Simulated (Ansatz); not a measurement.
CH6O3Si (`CO[SiH](O)O`). The species carries charge 0 and has multiplicity 1. The geometry is a stationary point of PBE0-D4/def2-TZVP. It is one conformer, not always the lowest.

```xyz
11

C    -0.001   -1.568   -0.782
O    -0.370   -0.210   -0.693
Si    0.288    0.845    0.370
O    -0.034    0.512    1.933
O    -0.352    2.301   -0.004
H     1.087   -1.689   -0.828
H    -0.378   -2.135    0.075
H    -0.434   -1.982   -1.694
H     1.761    0.795    0.272
H    -0.914    0.715    2.257
H    -0.652    2.416   -0.907
```

What is the dipole moment at PBE/def2-TZVPP? (Best estimate.)

Computed: 1.67 D, with components (-1.00, -0.86, -1.02) D in this frame, pointing from negative to positive charge.

And with r2SCAN, B3LYP, ωB97M-V? (Best estimate.)

Ansatz gave: r2SCAN 1.72 D, B3LYP 1.73 D, ωB97M-V 1.75 D.

Give the Mulliken charges with PBE, B3LYP, r2SCAN in def2-TZVPP. (Estimate.)

Computed: 
| atom | PBE | B3LYP | r2SCAN |
| --- | --- | --- | --- |
| C1 | -0.14 | -0.12 | 0.01 |
| O2 | -0.31 | -0.38 | -0.39 |
| Si3 | 0.60 | 0.73 | 0.74 |
| O4 | -0.36 | -0.40 | -0.42 |
| O5 | -0.36 | -0.40 | -0.42 |
| H6 | 0.09 | 0.10 | 0.06 |
| H7 | 0.10 | 0.10 | 0.06 |
| H8 | 0.10 | 0.11 | 0.06 |
| H9 | -0.12 | -0.12 | -0.12 |
| H10 | 0.19 | 0.19 | 0.21 |
| H11 | 0.20 | 0.19 | 0.21 |

B3LYP here is the variant with VWN-RPA as its local correlation; programs differ in this.
